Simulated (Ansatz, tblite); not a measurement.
Removing and adding an electron: B5. The state is a doublet with charge 0. Geometry: PBE-D4/def2-SVP. Ansatz, gas phase; energy differences of separate SCF runs; the oxidised species is a singlet (the triplet lies 0.41 eV higher at PBE0-D4/def2-TZVP); the reduced species is a triplet (the singlet lies 0.07 eV higher at PBE0-D4/def2-TZVPD).

```xyz
5

B    -0.872   -0.245    1.385
B    -0.080    0.412   -1.601
B     1.048    0.018   -0.554
B    -0.748    0.124   -0.171
B     0.652   -0.310    0.941
```

The xTB rows come from tblite. The order of the spin states hangs on the level: the singlet lies 0.13 eV below the triplet at PBE-D4/def2-TZVPD, but 0.17 eV above it at r2SCAN-D4/def2-TZVPD. The singlet is doubtful at r2SCAN-D4/def2-TZVPD (restricted singlet with a triplet 0.17 eV lower at the same geometry). The structure comes from a short search, and lower isomers may exist.

| level | −HOMO (eV) | vertical IE (eV) | −LUMO (eV) | vertical EA (eV) | HOMO–LUMO gap (eV) | IE − EA (eV) | remarks |
| --- | --- | --- | --- | --- | --- | --- | --- |
| GFN1-xTB | – | 12.12 | – | 5.42 | – | 6.70 | – |
| GFN2-xTB | – | 10.32 | – | 1.38 | – | 8.95 | – |
| PBE-D4/def2-TZVP | 6.15 | 8.99 | 4.65 | – | 1.50 | – | restricted SCF unstable in HF (+1 singlet), spin-contaminated (⟨S²⟩ 0.86) (doublet) |
| PBE-D4/def2-TZVPD | 6.15 | – | 4.65 | 1.98 | 1.50 | – | HOMO above zero (-1 triplet), spin-contaminated (⟨S²⟩ 0.86) (doublet), spin-contaminated (⟨S²⟩ 2.12) (-1 triplet) |
| r2SCAN-D4/def2-TZVP | 6.59 | 9.30 | 4.50 | – | 2.09 | – | restricted SCF unstable in HF (+1 singlet), spin-contaminated (⟨S²⟩ 1.01) (doublet) |
| r2SCAN-D4/def2-TZVPD | 6.59 | – | 4.50 | 2.03 | 2.09 | – | HOMO above zero (-1 triplet), spin-contaminated (⟨S²⟩ 1.01) (doublet), spin-contaminated (⟨S²⟩ 2.28) (-1 triplet) |
| PBE0-D4/def2-TZVP | 7.27 | 9.19 | 3.78 | – | 3.49 | – | restricted SCF unstable in HF (+1 singlet), spin-contaminated (⟨S²⟩ 0.98) (doublet) |
| PBE0-D4/def2-TZVPD | 7.27 | – | 3.78 | 1.97 | 3.49 | – | spin-contaminated (⟨S²⟩ 0.98) (doublet), spin-contaminated (⟨S²⟩ 2.25) (-1 triplet) |

Run but left out: HF/def2-TZVPP, MP2/def2-TZVPP, CCSD/def2-TZVPP, CCSD(T)/def2-TZVPP (doublet: ⟨S²⟩ 1.48, where a pure state has 0.75).   A HOMO above zero means that the electron is unbound at that level or that self-interaction error raises the level; the energy of removing that electron tells which. HOMO and LUMO are the levels of the spin that leaves or enters (xTB has no such levels and no spin-polarisation term). Other spin states of the ions may lie lower, which would lower the ionisation energy or raise the affinity. Raw xTB energy differences between charge states are shifted by several eV; the methods need an empirical correction for them.
